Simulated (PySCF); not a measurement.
SMILES NC([CH2])C, doublet, PBE0/def2-SVP optimised geometry.

```
12

C      0.82     0.59     0.00
C      0.06    -0.65     0.33
C     -1.33    -0.65    -0.28
N     -0.06    -0.85     1.78
H      0.32     1.56     0.00
H      1.92     0.59     0.00
H      0.61    -1.52    -0.06
H     -1.29    -0.58    -1.38
H     -1.92     0.22     0.08
H     -1.88    -1.56     0.00
H     -0.53    -0.04     2.20
H      0.86    -0.88     2.20
```

Density from unrestricted PBE0/def2-TZVP (PySCF) at that geometry.

Minimum of the electron density along straight lines between bonded atoms, close to the bond critical point (lines longer than 1.1 times the sum of covalent radii, or with two minima, are not listed):

```
bond    length / Å  ρ at the minimum / e bohr⁻³  ∇²ρ there / e bohr⁻⁵  position (fraction from the first atom)
------  ----------  ---------------------------  --------------------  ---------------------------------------
C1–C2        1.493                        0.266                 -0.70                                     0.51
C2–C3        1.521                        0.252                 -0.64                                     0.51
C2–N4        1.472                        0.260                 -0.63                                     0.41
C1–H5        1.096                        0.275                 -0.93                                     0.65
C1–H6        1.094                        0.276                 -0.94                                     0.65
C2–H7        1.105                        0.277                 -0.95                                     0.64
C3–H8        1.100                        0.272                 -0.92                                     0.64
C3–H9        1.104                        0.269                 -0.89                                     0.64
C3–H10       1.100                        0.273                 -0.92                                     0.64
N4–H11       1.021                        0.333                 -1.54                                     0.73
N4–H12       1.020                        0.334                 -1.57                                     0.73
```
